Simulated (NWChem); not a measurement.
**Basis-set convergence for sulfur trioxide (O3S)**

SMILES: O=S(=O)=O
```xyz
4

O      0.0000     0.0000     1.4514
S      0.0000     0.0000     0.0000
O     -1.2569     0.0000    -0.7257
O      1.2569     0.0000    -0.7257
```
Charge 0, spin multiplicity 1.

All runs are NWChem calculations. The geometry was optimised at B3LYP/def2-SVP, a minimum by its harmonic frequencies.

Quantity: LUMO energy at the level PBE0.

The Pople sets run with spherical d functions.

Task: In def2-QZVP the value is -2.84 eV. Among 6-31G*, def2-SVP, 6-31+G*, 6-311++G**, def2-SVPD, cc-pVTZ, def2-TZVPP, def2-TZVPD, aug-cc-pVTZ, which is the smallest basis within 0.1 eV of it?

Result: def2-SVP, with 60 functions against 241 (also within reach: cc-pVTZ, def2-TZVPP, aug-cc-pVTZ). def2-QZVP isn't the basis-set limit itself, and a small set can land close by cancellation.

```tsv
basis	functions	LUMO energy (eV)
6-31G*	60	-2.72
def2-SVP	60	-2.82
6-31+G*	76	-3.10
6-311++G**	96	-3.21
def2-SVPD	96	-3.14
cc-pVTZ	124	-2.77
def2-TZVPP	135	-2.79
def2-TZVPD	166	-2.95
aug-cc-pVTZ	188	-2.92
def2-QZVP	241	-2.84
```
